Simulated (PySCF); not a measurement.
C5H4O2, SMILES C=C1OC=CC1=O.

Coordinates come from a B3LYP-D3(BJ)/def2-SVP optimisation.

Vertical ionisation energy (IE) and electron affinity (EA) in eV. Rows of orbital energies are one-electron estimates. Where ΔSCF, EOM or ADC give a negative EA the extra electron is unbound and the value depends on the basis.

```tsv
level	IE	EA
−ε(HOMO), −ε(LUMO), PBE0/def2-TZVP (PySCF)	[?]	[?]
−ε(HOMO), −ε(LUMO), PBE/def2-TZVP (PySCF)	5.84	3.17
```

### Question
Fill in the missing entries. (An estimate is asked for; the answer gives what the named calculation found.)

### Answer

- −ε(HOMO), −ε(LUMO), PBE0/def2-TZVP (PySCF), IE: 7.28
- −ε(HOMO), −ε(LUMO), PBE0/def2-TZVP (PySCF), EA: 2.29
